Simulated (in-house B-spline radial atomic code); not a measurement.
## Solving the quasi-particle equation for 5d of Tl IV (Tl3+)

Configuration [Xe] 4f14 5d10, start PBE; correlation leaves out the 9 deepest shells, empty levels kept to 3200 hartree. Computed with an all-electron radial atomic-structure program (B-spline basis): all electrons, scalar-relativistic (spin-free one-electron X2C), finite nucleus, each spin shell either full or empty, empty states to l = 9 with an (l + 1/2)⁻⁴ tail; G0W0 by contour deformation at full frequency.

At the mean-field level ε = -44.258 eV the matrix elements are Σx = -38.466 eV, v_xc = -30.708 eV and Σc(ε) = -0.583 eV, and the slope of the correlation self-energy is dΣc/dω = -0.0635. The quasi-particle energy solves E = ε + Σx − v_xc + Σc(E).

Question: What does the linearised equation give?

Answer: Z = 1/(1 − dΣc/dω) = 1/1.0635 = 0.9403. The first-order shift is Σx − v_xc + Σc(ε) = -38.466 − (-30.708) + (-0.583) = -8.341 eV, so E ≈ ε + Z × shift = -44.258 + 0.9403 × (-8.341) = -52.101 eV.

Question: How does that compare with the full solution and with static screening?

Answer: Solving the equation at full frequency dependence gives E = -51.907 eV, where Σc = 0.109 eV and the weight is 0.852; the linearised value is off by 194 meV. Leaving Z out would give -52.599 eV. Static COHSEX puts -3.792 eV in place of Σc and gives -55.808 eV, 3.90 eV deeper. The tabulated removal energy is 51.14 ± 0.04 eV (NIST, measured); the run leaves out spin-orbit coupling, Breit and QED terms.
